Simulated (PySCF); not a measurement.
This PySCF input asks for the NMR shieldings of `C1C(B[SiH2]Cl)C[SiH2]1`, C$_{3}$H$_{10}$BClSi$_{2}$; the geometry comes from GFN2-xTB.

```python
import basis_set_exchange as bse
import numpy as np
from pyscf import gto, dft
from pyscf.prop import nmr

atoms = """
Cl   -3.285718    1.593210    1.440013
Si   -2.767398    0.165374    0.061272
B    -0.966886    0.535377   -0.625208
C     0.249555    0.484895    0.332961
C     1.645719    0.994107   -0.099854
Si    2.337880   -0.779481   -0.089688
C     0.461656   -1.066693    0.174667
H    -2.934543   -1.107120    0.787517
H    -3.886453    0.178710   -0.894075
H    -0.758070    0.700322   -1.770299
H     0.078151    0.718706    1.382890
H     2.077098    1.707212    0.599017
H     1.624817    1.472456   -1.077317
H     3.148546   -1.143976    1.072930
H     2.892359   -1.329314   -1.326529
H    -0.035024   -1.474265   -0.709557
H     0.111315   -1.637489    1.030274
"""
names = dict.fromkeys(["Cl", "Si", "B", "C", "H"], "pcSseg-1")
basis = {el: gto.basis.parse(bse.get_basis(n, elements=[el], fmt="nwchem")) for el, n in names.items()}
mol = gto.M(atom=atoms, basis=basis, charge=0, verbose=0)
mf = dft.RKS(mol, xc="PBE0")
mf.grids.level = 2
mf.grids.alignment = dft.numint.BLKSIZE   # the property module wants whole blocks of grid points
mf.conv_tol = 1e-9
mf.kernel()

calc = nmr.RKS(mf)   # GIAO
C = mf.mo_coeff
Co = C[:, mf.mo_occ > 0]
resp = mf.gen_response(singlet=True, hermi=2)
def vind(x):   # induced exchange potential for any number of trial vectors
    d = np.einsum("pi,xij,qj->xpq", C, 2 * x.reshape(-1, C.shape[1], Co.shape[1]), Co, optimize=True)
    return np.einsum("xpq,pi,qj->xij", resp(d - d.transpose(0, 2, 1)), C, Co, optimize=True).ravel()
mo1, _ = nmr.rhf.solve_mo1(calc, with_cphf=vind)
sigma = calc.kernel(mo1)
for i, s in enumerate(sigma):   # ppm
    print("%2d %-2s %9.2f" % (i, mol.atom_pure_symbol(i), np.trace(s) / 3))
```

Question: What are the results?

Answer: 
```
 0 Cl   1071.69
 1 Si    387.43
 2 B      39.74
 3 C     150.47
 4 C     170.31
 5 Si    384.57
 6 C     192.33
 7 H      26.69
 8 H      26.38
 9 H      25.13
10 H      27.99
11 H      29.81
12 H      29.94
13 H      26.60
14 H      26.87
15 H      31.72
16 H      31.52
```

These numbers come from an equivalent density-fitted implementation of the same equations, which agrees with the script to about 0.01 ppm for H and up to a few tenths of a ppm for heavy atoms, so last digits may differ.

Size and cost of the density-fitted run: 190 basis functions, 120 s wall time (100 s CPU) on 1 thread of an Intel Xeon, shared host; peak memory 0.85 GiB.
